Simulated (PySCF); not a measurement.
Structure problem from calculated spectra and properties.

Formula: C10H26N2Si.

| Quantity | Value |
| --- | --- |
| UV, first state | lowest singlet excitation: 5.66 eV (219 nm, f = 0.029) [TDDFT PBE0/def2-SVPD] |
| 13C NMR | chemical shifts (computed TMS as zero) by class: 48.5 (2 C), 35.7 (6 C), 5.0 (2 C) ppm [GIAO PBE0/pcSseg-1] |
| Dipole | 0.24 D [PBE0/def2-SVPD] |
| NMR, other nuclei | isotropic shieldings of nuclei other than C and H, by class: 183 (2 N), 364 (1 Si) ppm [GIAO PBE0/pcSseg-1] |
| Triplet | lowest triplet excitation (Tamm–Dancoff): 5.55 eV [TDA PBE0/def2-SVPD] |
| Rotational structure | rotational constants A, B, C: 0.998, 0.418, 0.375 GHz [PBE0-D3(BJ)/def2-SVP] |
| Polarisability | 163.7 au [PBE0/def2-SVPD] |
| 1H NMR | chemical shifts (computed TMS as zero) by class: 1.14 (18 H), 0.15 (6 H), 0.01 (2 H) ppm [GIAO PBE0/pcSseg-1] |

Gas-phase values; electronic properties from PySCF, density fitting. Levels stand in brackets. One conformer (not necessarily the lowest) at the PBE0-D3(BJ)/def2-SVP geometry, without solvent, vibrations or thermal averaging. Each NMR value is the plain mean over a class of atoms that symmetry, rotation or inversion makes alike.

Question: What is the compound? Reason from the data.

Answer: 10 carbons fall into 3 classes; from least to most shielded: carbon bonded to 3 C and N (48.5 ppm, 2 C), carbon bonded to C and 3 H (35.7 ppm, 6 C, up to 4.9 ppm apart in this geometry), carbon bonded to Si and 3 H (5.0 ppm, 2 C, up to 2.1 ppm apart in this geometry). Hydrogen classes from least to most shielded: 18 H on 6 like atoms (carbon bonded to C and 3 H) (1.14 ppm, a mean of values up to 0.6 ppm apart in this geometry), 6 H on 2 like atoms (carbon bonded to Si and 3 H) (0.15 ppm, a mean of values up to 0.6 ppm apart in this geometry), 2 H on 2 like atoms (nitrogen bonded to C, Si and H) (0.01 ppm). The other shieldings belong to: 183 ppm, nitrogen bonded to C, Si and H; 364 ppm, silicon bonded to 2 C and 2 N. The optimised geometry has point group C1 and is an asymmetric top. Structure: `CC(C)(C)N[Si](C)(C)NC(C)(C)C` (SiMe2(NHtBu)2). Computed isomers that give other values at the same levels: `CCN(CC)[Si](C)(C)N(CC)CC` (13C chemical shifts (computed TMS as zero) by class: 38.9 (4 C), 15.9 (4 C), 0.2 (2 C) ppm). The assignments are read from this structure; whether some other isomer fits the data as well wasn't checked.
